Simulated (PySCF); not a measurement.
Excitation energy of Mg by level of theory

Mg [Ne] 3s2 (1S) → Mg [Ne] 3s1 4s1 (3S), as a difference of total energies. Calculation: PySCF 2.14, in aug-cc-pCVTZ (8s7p5d3f, 75 functions); the non-relativistic Hamiltonian (point nucleus). Correlated levels: valence and next inner shell: 1s2 frozen. The calculations carry no spin-orbit coupling.

```
                                method  excitation energy (cm⁻¹)
                                   UHF                     33950
    MP2 (valence and next inner shell)                     39540
SCS-MP2 (valence and next inner shell)                     40691
   CCSD (valence and next inner shell)                     40706
CCSD(T) (valence and next inner shell)                     40938
```

Errors of the correlated levels include the incompleteness of this basis and the frozen core.

For comparison: 41197 cm⁻¹ (measured; NIST levels).
